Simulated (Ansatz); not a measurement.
The same molecule with X = C, Si, Ge. Ansatz, PBE0-D4/def2-TZVP geometries, multiplicity 2.

Elements past krypton have def2 core potentials. Scalar relativity is left out up to krypton.

```csv
X,molecule,mean X–F bond length / Å,mean X–I bond length / Å,size of the dipole moment (B3LYP/def2-TZVPP) / D,size of the dipole moment (PBE/def2-TZVPP) / D,zero-point energy (PBE0-D4/def2-TZVP) / kJ/mol
C,`F[C](F)I`•,1.314,2.114,0.58,0.36,24.8
Si,`F[Si](F)I`•,1.588,2.438,1.07,0.92,17.2
```

Q: Give the row for X = Ge, `[F][Ge]([F])[I]`•. (An estimate is asked.)

A: Ansatz gave: 
```csv
X,molecule,mean X–F bond length / Å,mean X–I bond length / Å,size of the dipole moment (B3LYP/def2-TZVPP) / D,size of the dipole moment (PBE/def2-TZVPP) / D,zero-point energy (PBE0-D4/def2-TZVP) / kJ/mol
Ge,`[F][Ge]([F])[I]`•,1.730,2.526,2.14,1.90,12.9
```

From C to Ge the mean X–F bond length rises at each step, by 0.416 Å in all; the mean X–I bond length rises at each step, by 0.412 Å in all; the zero-point energy (PBE0-D4/def2-TZVP) falls at each step, by 11.9 kJ/mol in all. Bonds lengthen as the atom grows down the group. Dipoles are sizes alone, and their direction can turn along the series.

B3LYP here is the variant with VWN-RPA as its local correlation; programs differ in this.
